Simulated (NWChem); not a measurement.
Species: BI2F; SMILES FB(I)I

Computed with NWChem. All runs use the structure optimised with PBE0/def2-SVP. def2 effective core potentials on I; no spin-orbit coupling. Ions are spin-unrestricted doublets at the neutral geometry. Hybrids' shares of exact exchange are those that their runs print; pure functionals count as 0. The functionals differ in more than this share.

```
row                 share of exact exchange  ΔSCF ionisation energy minus −ε(HOMO) (eV)
------------------  -----------------------  ------------------------------------------
PBE/def2-SVP                           0.00                                        2.88
B3LYP/def2-SVP                         0.20                                    withheld
PBE0/def2-SVP                          0.25                                        2.06
BHandHLYP/def2-SVP                     0.50                                        1.25
```

**Question.** Fit a straight line of the last column on the one before it, predict the withheld value, and compare with the run.

**Answer.** 
1. Means of the 3 shown rows: x = 0.250, y = 2.063. Slope Σ(x − x̄)(y − ȳ)/Σ(x − x̄)² = -0.4075/0.1250 = -3.260; intercept 2.878.
2. The shown rows scatter about the line by 0.002 (root mean square); the largest residual is 0.00, at PBE0/def2-SVP.
3. At x = 0.20 (B3LYP/def2-SVP; inside the shown range) the line gives 2.23.
4. The run gives 2.26, +0.03 from the line. The line crosses zero at a share of 0.88, outside the shown range.
